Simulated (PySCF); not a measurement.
borohydride (BH4), SMILES [BH4-], charge -1. Atoms are numbered in the order given.

```xyz
5

B      0.0000     0.0000     0.0000
H      0.7144    -0.7144    -0.7144
H     -0.7144    -0.7144     0.7144
H     -0.7144     0.7144    -0.7144
H      0.7144     0.7144     0.7144
```
Charge -1, spin multiplicity 1.

Coordinates come from a B3LYP-D3(BJ)/def2-TZVPD optimisation.

These are B3LYP/pcSseg-2 in PySCF values and carry that method's errors.

GIAO shieldings, no solvent; atoms alike by connectivity are averaged. δ = σ(ref) − σ: ¹¹B against BF3 (σ = 86.3 ppm); ¹H against TMS (σ = 31.68 ppm), references at their B3LYP-D3(BJ)/def2-TZVP geometries, non-relativistic.

| nucleus | atoms | count | δ (ppm) |
|---|---|---|---|
| ¹¹B | B1 | 1 | -64.7 |
| ¹H | H2, H3, H4, H5 | 4 | -0.30 |
